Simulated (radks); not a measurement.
Values are calculated unless marked as measured or tabulated.
Neutral strontium inside a hard spherical wall (all orbitals vanish at R), configuration held at [Kr] 5s2 and not refilled when levels cross. Level of theory: scalar-relativistic Kohn-Sham, PBE, spin-polarised, spherical densities, finite nucleus; Fermi nuclear charge, rms radius 4.224 fm (a radial shooting solver on a logarithmic mesh with Libxc functionals). Eigenvalues in eV for spin up, with the zero of energy where the potential of the charges vanishes at infinity; a dash marks a level that is unbound or too diffuse for the functional's potential to be trusted. A positive occupied level is held by the wall or, in an anion where self-interaction has pushed it up, behind a barrier. The pressure on the wall is -dE/dV.

| R (bohr) | E (hartree) | kinetic (hartree) | e(3d) | e(4s) | e(4p) | e(5s) | e(5p, empty) | e(4d, empty) | pressure (GPa) |
|---|---|---|---|---|---|---|---|---|---|
| free | -3179.46127 | 3260.418 | -128.02 | -40.900 | -22.822 | -3.526 | -1.284 | -1.282 | 0 |
| 20 | -3179.46127 | 3260.418 | -128.02 | -40.900 | -22.822 | -3.526 | -1.284 | -1.281 | < 0.0001 |
| 15 | -3179.46124 | 3260.418 | -128.01 | -40.895 | -22.818 | -3.523 | -1.268 | -1.276 | 0.000307 |
| 8 | -3179.43932 | 3260.550 | -127.13 | -40.046 | -21.988 | -2.793 | 0.079 | -0.491 | 0.713 |
| 7 | -3179.40803 | 3260.692 | -126.40 | -39.365 | -21.329 | -2.040 | 1.281 | 0.170 | 2.25 |
| 6 | -3179.33128 | 3260.990 | -125.20 | -38.256 | -20.265 | -0.470 | 3.655 | 1.342 | 7.65 |
| 5 | -3179.13063 | 3261.695 | -123.09 | -36.409 | -18.516 | 3.084 | 8.721 | 3.534 | 30.2 |
| 3.5 | -3177.73035 | 3266.517 | -113.76 | -29.280 | -11.503 | 23.225 | 34.209 | 13.359 | 426 |
| 2.5 | -3171.87152 | 3285.130 | -89.806 | -11.052 | 8.674 | 87.146 | 105.71 | 40.739 | 4820 |
| 1.5 | -3122.60791 | 3414.591 | -4.235 | 105.37 | 138.14 | 452.91 | 479.73 | 190.93 | 146000 |
